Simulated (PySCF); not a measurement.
C4H5BrO2.
SMILES: `C=C(Br)OC(C)=O`

Four sets of settings were typed for PySCF runs (density fitting) on one GFN2-xTB geometry. Runs with no stated cap are allowed at least 80 cycles.

Problem. One run ended without self-consistency. Which?
A. LDA/aug-cc-pVDZ
B. BLYP/def2-SVPD, start guess huckel, energy threshold 1e-06 Eh
C. B97-D/aug-cc-pVDZ, grid level 0, DIIS off, at most 94 cycles
D. PBE0/def2-SVPD

Solution. C. The energy swings between two values 350 Eh apart, cycle after cycle, with a gradient of 8.5e+00 at cycle 94; DIIS was off. Go back to DIIS and a finer grid. Its energy and orbitals aren't self-consistent and shouldn't be used.

The end of its output:
```
cycle  84  E = -2521.6430793606  dE = -3.466e+02  |g| = 8.466e+00  |ddm| = 1.225e+03
cycle  85  E = -2175.0594097092  dE =  3.466e+02  |g| = 2.345e+01  |ddm| = 1.225e+03
cycle  86  E = -2521.6430793608  dE = -3.466e+02  |g| = 8.466e+00  |ddm| = 1.225e+03
cycle  87  E = -2175.0594097092  dE =  3.466e+02  |g| = 2.345e+01  |ddm| = 1.225e+03
cycle  88  E = -2521.6430793606  dE = -3.466e+02  |g| = 8.466e+00  |ddm| = 1.225e+03
cycle  89  E = -2175.0594097091  dE =  3.466e+02  |g| = 2.345e+01  |ddm| = 1.225e+03
cycle  90  E = -2521.6430793605  dE = -3.466e+02  |g| = 8.466e+00  |ddm| = 1.225e+03
cycle  91  E = -2175.0594097091  dE =  3.466e+02  |g| = 2.345e+01  |ddm| = 1.225e+03
cycle  92  E = -2521.6430793607  dE = -3.466e+02  |g| = 8.466e+00  |ddm| = 1.225e+03
cycle  93  E = -2175.0594097092  dE =  3.466e+02  |g| = 2.345e+01  |ddm| = 1.225e+03
cycle  94  E = -2521.6430793607  dE = -3.466e+02  |g| = 8.466e+00  |ddm| = 1.225e+03
SCF not converged, last energy = -2521.6430793607
```

The others met their thresholds:

```json
{"settings": "LDA/aug-cc-pVDZ", "basis functions": "219", "SCF cycles": "15", "E (Eh)": "-2873.9910", "HOMO (eV)": "-6.43", "LUMO (eV)": "-2.12", "dipole (D)": "1.47"}
{"settings": "BLYP/def2-SVPD, start guess huckel, energy threshold 1e-06 Eh", "basis functions": "207", "SCF cycles": "16", "E (Eh)": "-2879.4374", "HOMO (eV)": "-6.13", "LUMO (eV)": "-1.80", "dipole (D)": "1.37"}
{"settings": "PBE0/def2-SVPD", "basis functions": "207", "SCF cycles": "12", "E (Eh)": "-2878.8611", "HOMO (eV)": "-7.45", "LUMO (eV)": "-0.86", "dipole (D)": "1.43"}
```

Cycle counts include a coarse-grid stage where the run had one.

Shape of the structure used: `[CH2:1]=[C:2]([Br:3])[O:4][C:5]([CH3:6])=[O:7]`: C1–C2–O4–C5 4°, C2–O4–C5–C6 -179°.

The pairwise dispersion term of B97-D wasn't added to the energies; at a given geometry it leaves orbitals and properties as they are.
